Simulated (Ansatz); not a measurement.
## From F to Br: the dipole moment

Gas-phase molecules, one atom swapped for its congeners: SiF3 `F[Si](F)F`; SiClF2 `F[Si](F)Cl`; SiBrF2 `F[Si](F)Br`. All are doublets with charge 0.

Shapes, held fixed at every level: PBE0-D4/def2-TZVP. Programs: Ansatz 0.2.0. Values in D.

```csv
level,SiF3,SiBrF2
PBE-D4/def2-TZVPP,1.00,0.86
r2SCAN-D4/def2-TZVPP,1.08,0.92
B3LYP-D4/def2-TZVPP,1.19,1.02
wB97M-V/def2-TZVPP,1.20,1.04
```

(1) Estimate the column for SiClF2 from its neighbours.

Results:

(1) The mean of the neighbours at wB97M-V/def2-TZVPP is 1.12 D, against 1.06 from the run: the member lies nearer Br. All rows: PBE-D4/def2-TZVPP 0.87; r2SCAN-D4/def2-TZVPP 0.94; B3LYP-D4/def2-TZVPP 1.04; wB97M-V/def2-TZVPP 1.06 D. At wB97M-V/def2-TZVPP the dipole moment falls at every step, from 1.20 to 1.04 D. Every level shows the same order. Open shells run unrestricted. Relativity is left out for Br.
